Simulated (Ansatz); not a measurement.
**One elementary step**

Start structure (BH$_{5}$SeO, singlet), relaxed at PBE0-D4/def2-TZVP:

B1  (-0.034, -0.783, -0.783)
O2  (-0.165, 0.103, -1.799)
H3  (1.079, -0.995, -0.393)
H4  (-0.981, -1.399, -0.376)
H5  (0.997, 1.651, 1.209)
Se6  (-0.265, 1.131, 1.744)
H7  (-1.074, 0.209, -2.089)
H8  (0.443, 0.083, 2.487)
(Å)

The step: BH₃O ([BH2][OH]) + H₂Se → BH₃Se ([BH2][SeH]) + H₂O (still joined by a long B–O bond); bonds formed: B1–Se6, O2–H5; bonds broken: H5–Se6; bonds weakened to dative contacts: B1–O2. Ansatz 0.2.0; basis: def2-TZVPP and def2-QZVPP; cores frozen in the correlated methods. Filled d shells of the heavier atoms are correlated. The def2 sets are not built for correlating such inner shells, so the correlated values are less sure here. Extrapolation: Hartree–Fock as exp(−7.88 √X), correlation as X^−2.97. Energies below are by CCSD(T) at an estimated basis limit (MP2 extrapolated from triple and quadruple zeta, plus CCSD(T) − MP2 in triple zeta).

(1) What are the electronic barrier and the energy of the step, from the start structure to the end structure? (Judge from chemistry; the value comes from the calculation.)

No T1 diagnostic of these runs exceeds 0.012.

Answers

(1) By the calculation: Barrier 95.6 kJ/mol; step energy 24.3 kJ/mol (uphill); reverse barrier, their difference, 71.4 kJ/mol. Barrier and step energy count from the start structure, the reverse barrier from the end structure.

The saddle point: One imaginary mode of 1099i cm⁻¹.
```
  pair  start (Å)  saddle (Å)  end (Å)
B1–Se6       3.18        2.24     2.02
 O2–H5       3.58        1.37     0.97
 B1–O2       1.35        1.51     1.69
H5–Se6       1.47        1.66     2.55
```

Zero-point energy (harmonic, PBE0-D4): ZPE is 133.5 kJ/mol at the start and 131.8 kJ/mol at the saddle, so the barrier goes from 95.6 to 94.0 kJ/mol.

Labels in which every atom is bracketed show which atoms are joined, not bond orders.

For scale, one of the runs: CCSD(T)/def2-TZVPP, 180 basis functions, launched by `ansatz run in.yaml --threads 4 --pin off --events-out ev --progress --plain --max-ram 9574MiB`. Time: 65 s of wall clock on 4 CPU threads of an Intel Xeon; the host was shared. Peak host memory: 1.8 GiB.
